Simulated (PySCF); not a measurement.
A structure optimised at B3LYP-D3(BJ)/def2-SVP, used in a PySCF frequency run:

```
Si
N 1 1.7390
H 2 1.0155 1 116.52
C 2 1.4507 3 113.38 1 -155.25
H 4 1.1023 2 110.02 3 -171.85
H 4 1.1041 5 106.53 2 -120.81
H 4 1.1095 5 106.89 6 -114.65
H 1 1.4931 2 105.60 3 26.72
H 1 1.5037 8 107.68 2 122.35
C 1 1.8812 8 111.30 9 117.44
H 10 1.1013 1 110.89 8 59.43
H 10 1.1023 11 108.10 1 -122.30
H 10 1.1024 11 108.58 12 -116.21
```
Charge 0, spin multiplicity 1.

Question: Write its SMILES and formula.

Answer: CN[SiH2]C, C₂H₉NSi

Question: What are its rotational constants (standard atomic weights)?

Answer: 9.6907, 3.5311, 2.8862 GHz
